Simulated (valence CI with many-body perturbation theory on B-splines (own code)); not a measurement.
# Cs XLI: electric-dipole lines

Calculated by configuration interaction combined with many-body perturbation theory (CI+MBPT): five valence electrons over a frozen Dirac-Fock core [Ne], a basis of 9 s, 9 p, 8 d, 6 f, 3 g, 1 h functions for each j, with the one-electron correlation potential Σ1, the two-electron term Σ2, the three-electron term Σ3, Breit, model QED; selected CI, second order for the rest (own B-spline code, finite nucleus).

The last digits are not significant, and no measured levels were compared; by estimate large intervals hold to a few tenths of a per cent, small ones and those within an open d or f shell to about a per cent. Among the levels kept, up to 610 cm⁻¹ of a level comes from second order outside the variational space, and about a tenth of that is noise between levels of different J, which matters for small intervals.

Lines 1 to 50 of 225 in falling wavelength, among levels below 384.75 eV, chosen from the strongest by gf and those to the six lowest levels. Wavelengths and rates use the calculated energies. Electric multipoles are in the length gauge, E1 and E2 with the static RPA response of the core. Weak lines are less certain than strong ones. Lines between different terms over intervals too small for the method are left out, as are lines whose strength nearly cancels. The highest levels of a list are the least certain.

Levels are named by their leading jj configuration (3d3/2^4 stands for four electrons in 3d with j = 3/2), which in mixed levels can hold well under half, so a name can repeat and another be missing. Letters in brackets count levels of one name in rising energy.

```
λ vac (nm)                               Upper                               Lower   A (s⁻¹)  log gf  Branch %
     66.84          (3s 3p1/2^2 3p3/2^2) J=5/2                (3s^2 3p3/2^3) J=3/2  8.22e+04   -4.48       0.0
     60.80                (3s^2 3p3/2^3) J=3/2          (3s^2 3p1/2^2 3d3/2) J=3/2  8.45e+04   -4.73       0.8
     37.84          (3s 3p1/2^2 3p3/2^2) J=1/2                (3s^2 3p3/2^3) J=3/2  8.54e+06   -3.44       0.0
     36.81          (3s 3p1/2^2 3p3/2^2) J=3/2                (3s^2 3p3/2^3) J=3/2  1.54e+07   -2.90       0.0
     21.68  (3s^2 3p1/2 3p3/2 3d3/2) J=5/2 [a]                (3s^2 3p3/2^3) J=3/2  4.37e+06   -3.73       0.2
     21.31  (3s^2 3p1/2 3p3/2 3d3/2) J=3/2 [a]                (3s^2 3p3/2^3) J=3/2  1.73e+07   -3.33       0.1
     21.10  (3s^2 3p1/2 3p3/2 3d3/2) J=1/2 [a]                (3s^2 3p3/2^3) J=3/2  1.44e+07   -3.72       0.4
     21.08          (3s^2 3p1/2^2 3d3/2) J=3/2          (3s^2 3p1/2 3p3/2^2) J=1/2  1.71e+05   -5.34       0.0
     19.92  (3s 3p1/2^2 3p3/2 3d3/2) J=3/2 [b]            (3s 3p1/2 3p3/2^3) J=5/2  1.38e+08   -2.48       0.2
     18.31      (3s 3p1/2^2 3p3/2 3d5/2) J=3/2            (3s 3p1/2 3p3/2^3) J=3/2  1.62e+08   -2.49       0.3
     17.94          (3s^2 3p1/2^2 3d3/2) J=3/2          (3s^2 3p1/2 3p3/2^2) J=5/2  1.24e+08   -2.62       5.4
     16.89  (3s 3p1/2^2 3p3/2 3d3/2) J=5/2 [a]  (3s^2 3p1/2 3p3/2 3d3/2) J=3/2 [b]  6.83e+08   -1.76       4.7
     16.58  (3s 3p1/2^2 3p3/2 3d3/2) J=3/2 [a]  (3s^2 3p1/2 3p3/2 3d3/2) J=1/2 [b]  2.48e+08   -2.39       1.2
     16.44  (3s 3p1/2^2 3p3/2 3d3/2) J=1/2 [a]  (3s^2 3p1/2 3p3/2 3d3/2) J=1/2 [b]  4.02e+08   -2.49       3.3
     16.31      (3s 3p1/2^2 3p3/2 3d5/2) J=5/2            (3s 3p1/2 3p3/2^3) J=5/2  2.11e+08   -2.30       0.3
     16.20  (3s^2 3p1/2 3p3/2 3d5/2) J=3/2 [a]                (3s^2 3p3/2^3) J=3/2  1.52e+08   -2.62       7.9
     16.00          (3s^2 3p1/2^2 3d3/2) J=3/2          (3s^2 3p1/2 3p3/2^2) J=3/2  8.55e+06   -3.88       0.4
     15.19      (3s 3p1/2^2 3p3/2 3d5/2) J=5/2  (3s^2 3p1/2 3p3/2 3d5/2) J=3/2 [c]  3.23e+08   -2.17       0.4
     15.15  (3s^2 3p1/2 3p3/2 3d5/2) J=5/2 [a]                (3s^2 3p3/2^3) J=3/2  2.24e+08   -2.33       0.3
     15.13      (3s 3p1/2^2 3p3/2 3d3/2) J=7/2      (3s^2 3p1/2 3p3/2 3d5/2) J=9/2  9.43e+07   -2.59       0.9
     15.07      (3s 3p1/2^2 3p3/2 3d3/2) J=7/2  (3s^2 3p1/2 3p3/2 3d3/2) J=5/2 [b]  1.88e+09   -1.29      17.7
     14.54      (3s 3p1/2^2 3p3/2 3d5/2) J=7/2            (3s 3p1/2 3p3/2^3) J=5/2  2.13e+08   -2.27       0.2
     14.47  (3s^2 3p1/2 3p3/2 3d3/2) J=5/2 [b]                (3s^2 3p3/2^3) J=3/2  2.87e+08   -2.27       0.1
     14.39      (3s 3p1/2^2 3p3/2 3d3/2) J=7/2  (3s^2 3p1/2 3p3/2 3d5/2) J=5/2 [a]  2.83e+08   -2.15       2.7
     13.96  (3s 3p1/2^2 3p3/2 3d3/2) J=5/2 [b]  (3s^2 3p1/2 3p3/2 3d5/2) J=5/2 [b]  1.27e+08   -2.65       0.1
     13.78          (3s^2 3p1/2^2 3d5/2) J=5/2          (3s^2 3p1/2 3p3/2^2) J=5/2  9.62e+08   -1.78      10.9
     13.78  (3s^2 3p1/2 3p3/2 3d3/2) J=3/2 [b]                (3s^2 3p3/2^3) J=3/2  1.72e+07   -3.71       0.0
     13.78  (3s^2 3p1/2 3p3/2 3d3/2) J=1/2 [b]                (3s^2 3p3/2^3) J=3/2  3.52e+08   -2.70       0.1
     13.74  (3s 3p1/2^2 3p3/2 3d3/2) J=3/2 [b]  (3s^2 3p1/2 3p3/2 3d3/2) J=1/2 [b]  5.56e+08   -2.20       0.7
     13.73  (3s 3p1/2^2 3p3/2 3d3/2) J=3/2 [b]  (3s^2 3p1/2 3p3/2 3d3/2) J=3/2 [b]  1.51e+09   -1.77       1.8
     13.71      (3s 3p1/2^2 3p3/2 3d5/2) J=5/2  (3s^2 3p1/2 3p3/2 3d5/2) J=3/2 [b]  2.69e+08   -2.34       0.3
     13.63  (3s 3p1/2^2 3p3/2 3d3/2) J=5/2 [b]  (3s^2 3p1/2 3p3/2 3d5/2) J=7/2 [b]  3.53e+08   -2.23       0.2
     13.49      (3s 3p1/2^2 3p3/2 3d5/2) J=5/2  (3s^2 3p1/2 3p3/2 3d5/2) J=7/2 [b]  1.43e+08   -2.63       0.2
     13.36      (3s 3p1/2^2 3p3/2 3d5/2) J=3/2      (3s^2 3p1/2 3p3/2 3d5/2) J=1/2  3.35e+08   -2.44       0.5
     13.11  (3s 3p1/2^2 3p3/2 3d3/2) J=3/2 [b]  (3s^2 3p1/2 3p3/2 3d3/2) J=5/2 [b]  2.67e+08   -2.56       0.3
     12.97      (3s 3p1/2^2 3p3/2 3d5/2) J=3/2  (3s^2 3p1/2 3p3/2 3d5/2) J=3/2 [b]  5.58e+08   -2.25       0.9
     12.70      (3s 3p1/2^2 3p3/2 3d5/2) J=9/2      (3s^2 3p1/2 3p3/2 3d5/2) J=9/2  3.44e+09   -1.08      28.0
     12.63  (3s 3p1/2^2 3p3/2 3d3/2) J=5/2 [a]      (3s^2 3p1/2 3p3/2 3d3/2) J=7/2  9.67e+08   -1.86       6.6
     12.61          (3s^2 3p1/2^2 3d5/2) J=5/2          (3s^2 3p1/2 3p3/2^2) J=3/2  1.66e+09   -1.62      18.8
     12.60  (3s 3p1/2^2 3p3/2 3d3/2) J=3/2 [b]  (3s^2 3p1/2 3p3/2 3d5/2) J=5/2 [a]  6.99e+08   -2.18       0.8
     12.52      (3s 3p1/2^2 3p3/2 3d5/2) J=7/2  (3s^2 3p1/2 3p3/2 3d5/2) J=5/2 [b]  3.27e+09   -1.21       3.6
     12.25      (3s 3p1/2^2 3p3/2 3d5/2) J=7/2  (3s^2 3p1/2 3p3/2 3d5/2) J=7/2 [b]  2.32e+09   -1.38       2.6
     12.06      (3s 3p1/2^2 3p3/2 3d3/2) J=7/2      (3s^2 3p1/2 3p3/2 3d3/2) J=7/2  4.07e+09   -1.15      38.4
     12.03  (3s 3p1/2^2 3p3/2 3d3/2) J=5/2 [b]  (3s^2 3p1/2 3p3/2 3d3/2) J=3/2 [b]  7.68e+08   -2.00       0.4
     11.97  (3s^2 3p1/2 3p3/2 3d5/2) J=3/2 [b]                (3s^2 3p3/2^3) J=3/2  5.88e+06   -4.30       0.0
     11.89  (3s^2 3p1/2 3p3/2 3d5/2) J=5/2 [b]                (3s^2 3p3/2^3) J=3/2  4.72e+08   -2.22       0.2
     11.78  (3s 3p1/2^2 3p3/2 3d3/2) J=5/2 [a]  (3s^2 3p1/2 3p3/2 3d3/2) J=3/2 [a]  1.27e+09   -1.80       8.7
     11.72  (3s 3p1/2^2 3p3/2 3d3/2) J=1/2 [b]  (3s^2 3p1/2 3p3/2 3d3/2) J=1/2 [b]  4.40e+09   -1.74       2.2
     11.72  (3s 3p1/2^2 3p3/2 3d3/2) J=1/2 [b]  (3s^2 3p1/2 3p3/2 3d3/2) J=3/2 [b]  1.38e+09   -2.24       0.7
     11.70  (3s 3p1/2^2 3p3/2 3d3/2) J=3/2 [a]  (3s^2 3p1/2 3p3/2 3d3/2) J=1/2 [a]  1.17e+09   -2.02       5.5
```

Q: How does gf follow from A for the line at 16.44 nm?

A: gf = 1.4992 × (2J+1)_upper × A / σ², with σ = 608305 cm⁻¹ and 2J+1 = 2: gf = 0.00326.
